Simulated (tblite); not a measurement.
Compound: C5H14NP.
Z-matrix (Å and degrees, GFN2-xTB geometry), rows numbered from 1:
```
C 
P   1  1.7005
C   2  1.8377  1  108.88
C   2  1.8781  1  127.85  3  -120.95
N   2  1.6788  1  108.14  3   118.97
C   5  1.4452  2  119.83  1   -20.74
C   5  1.4442  2  123.03  1  -177.29
H   1  1.0892  2  111.50  3   173.44
H   1  1.0889  2  108.77  3    50.87
H   3  1.0883  2  107.54  1    39.92
H   3  1.0892  2  110.47  1   159.92
H   3  1.0875  2  110.24  1   -79.09
H   4  1.0893  2  108.39  1   -72.83
H   4  1.0870  2  115.27  1   163.55
H   4  1.0903  2  106.17  1    43.58
H   6  1.0889  5  108.12  2    12.35
H   6  1.0962  5  111.53  2  -107.71
H   6  1.0936  5  110.08  2   132.04
H   7  1.0974  5  111.42  2   102.70
H   7  1.0862  5  110.77  2   -18.28
H   7  1.0948  5  109.64  2  -137.97
```

Calculated harmonic vibrations of the isolated species, GFN2-xTB (tblite), most abundant isotopes, no scaling. This tight-binding method is rough: wavenumbers can miss measured ones by several per cent, in bad cases by 10 to 20. One conformer, not necessarily the lowest.

Harmonic wavenumbers (cm⁻¹): 53.4, 87.8, 130.7, 160.4, 176.1, 213.7, 234.3, 244.6, 265.2, 278.0, 286.5, 341.3, 371.0, 385.6, 612.3, 672.8, 706.7, 730.3, 763.2, 794.7, 825.6, 863.4, 928.7, 991.7, 1017.3, 1045.0, 1099.8, 1126.0, 1212.3, 1269.3, 1300.9, 1307.8, 1392.1, 1398.4, 1415.0, 1427.5, 1436.6, 1439.5, 1458.9, 1466.2, 1476.6, 1498.4, 1509.0, 2894.7, 2909.0, 2943.9, 2953.1, 2953.8, 2966.5, 2993.4, 2995.1, 2998.0, 3007.5, 3008.9, 3012.2, 3016.3, 3051.6.

A = 2530, B = 1898, C = 1543 MHz; mass 119.086 u (most abundant isotopes); point group C1, symmetry number 1.

Zero-point energy?

½Σν̃ = 39059 cm⁻¹ = 467.25 kJ/mol.

What is S at 200 K and 1 bar for an ideal gas of classical rigid rotors and harmonic oscillators?

Translation 160.17, rotation 112.86, vibration 88.27: S = 361.3 J/(mol K).

And Cp and H(200 K) − H(0)?

Cp = 136.27 J/(mol K), of which vibrations give 103.02 (their classical limit is 57 R = 473.9); H(200 K) − H(0) = 16.89 kJ/mol without the zero-point energy, 10.24 from vibrations.

Blend soft modes into free rotors: weight 1/[1 + (100 cm⁻¹/ν̃)⁴] for the oscillator and the rest for a rotor with moment μB/(μ + B), μ = h/(8π²ν), B = 10⁻⁴⁴ kg m². What vibrational entropy results?

84.74 J/(mol K) in place of 88.27, which changes −T·S at 200 K by +0.70 kJ/mol.

How do the functions run with temperature in this model?

```tsv
T (K)	S (J/(mol K))	Cp (J/(mol K))	H − H(0) (kJ/mol)	G − H(0) (kJ/mol)	ln q(vib)
150	325.4	114.3	10.62	-38.19	2.93
250	394.0	157.4	24.23	-74.26	6.00
298.15	423.4	177.7	32.30	-93.95	7.46
400	481.5	219.1	52.53	-140.07	10.51
600	583.6	285.5	103.34	-246.82	16.24
900	713.2	353.6	199.93	-441.96	24.21
```

q(vib) and H(0) count from the zero-point level.

What must be added to the electronic energy to get the Gibbs energy at 200 K and 1 bar?

ZPE + [H(200 K) − H(0)] − T·S = 467.25 + 16.89 − 72.26 = 411.88 kJ/mol.

Which modes carry the vibrational entropy at 200 K?

53.4 cm⁻¹: 16.32; 87.8 cm⁻¹: 12.27; 130.7 cm⁻¹: 9.13; 160.4 cm⁻¹: 7.57; 176.1 cm⁻¹: 6.88; 213.7 cm⁻¹: 5.51 J/(mol K); the other 51 give 30.58 together.

Hindered rotation and anharmonicity are outside this model. Other conformers, if any are populated, would add a mixing term that is left out. The structure is chiral; the term R ln 2 for an equal mix with its mirror image is left out.
